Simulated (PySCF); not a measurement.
Z-matrix (Å, degrees):
```
Sc
O 1 1.8724
H 2 0.9602 1 152.60
O 1 1.8727 2 120.10 3 0.05
H 4 0.9602 1 152.42 2 -179.90
O 1 1.8729 2 119.97 3 -179.89
H 6 0.9602 1 152.31 2 0.03
```
Charge 0, multiplicity 1.

Problem. Estimate the charge on the central atom (Mulliken), HOMO, charge on the central atom (meta-Löwdin), LUMO, dipole moment, HOMO–LUMO gap and total energy that PySCF with TPSSh-D3(BJ)/def2-TZVP // r2SCAN-D4/def2-SVP returns for this input.

Solution. 
| Property | Result |
|---|---|
| charge on the central atom (Mulliken) | 1.45 e |
| HOMO | -7.33 eV |
| charge on the central atom (meta-Löwdin) | 1.35 e |
| LUMO | -1.64 eV |
| dipole moment | 0.01 D |
| HOMO–LUMO gap | 5.69 eV |
| total energy | -988.4961 Ha |
